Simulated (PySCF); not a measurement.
C3H9ClOSi, SMILES COC[Si@@H](Cl)C. The structure is a stationary point at PBE-D3(BJ)/def2-SVP. The structure was generated by enumeration; whether it is a known compound was not checked. The values are those of a single conformer.

Computed equilibrium geometry at PBE-D3(BJ)/def2-SVP (PySCF confirms it by a frequency run) as Cartesian coordinates in Å (one conformer of several):
```xyz
15

C      2.8572    -1.0716    -0.4599
O      1.4824    -0.7684    -0.4736
C      0.9751    -0.4262     0.8004
Si    -0.8664     0.0046     0.6099
C     -1.7168    -1.2985    -0.4332
Cl    -1.0376     1.8675    -0.3300
H      3.4728    -0.2065    -0.1108
H      3.1579    -1.3253    -1.4954
H      3.0878    -1.9419     0.2033
H      1.5280     0.4351     1.2555
H      1.0742    -1.2755     1.5292
H     -1.4708     0.1416     1.9803
H     -2.7562    -1.0119    -0.6853
H     -1.1400    -1.4363    -1.3691
H     -1.7364    -2.2665     0.1089
```
